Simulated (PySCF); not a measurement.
H9PSi3. Atoms are numbered in the order given.

```xyz
13

Si    -1.8623     0.6379     0.2227
P      0.0000     0.0000    -0.8929
Si     1.4836     1.2938     0.2227
Si     0.3787    -1.9317     0.2227
H     -2.1911     2.0359    -0.1855
H     -1.7074     0.5898     1.7105
H     -2.9768    -0.2710    -0.1783
H      1.2537     2.7135    -0.1783
H      2.8587     0.8795    -0.1855
H      1.3645     1.1838     1.7105
H      1.7231    -2.4425    -0.1783
H     -0.6676    -2.9155    -0.1855
H      0.3429    -1.7735     1.7105
```
Charge 0, spin multiplicity 1.

Geometry optimised at r2SCAN-D4/def2-SVP.

These are SMD-M06-2X/6-31G* (PySCF) values and carry that method's errors.

Solvation free energies are E(SMD) − E(gas) at the gas-phase geometry, for 1 M in both phases. In vacuum the dipole moment is 0.99 D.

```tsv
solvent	ΔG(solv) (kcal/mol)	its non-electrostatic (CDS) part	dipole (D)
water	3.6	4.9	1.50
chlorobenzene	___	___	___
methanol	-1.1	0.2	1.48
```

Task: What belongs in the gaps? (An estimate is asked for; the answer gives what the named calculation found.)

Result: 
- chlorobenzene, ΔG(solv) (kcal/mol): -0.6
- chlorobenzene, its non-electrostatic (CDS) part: 0.4
- chlorobenzene, dipole (D): 1.34
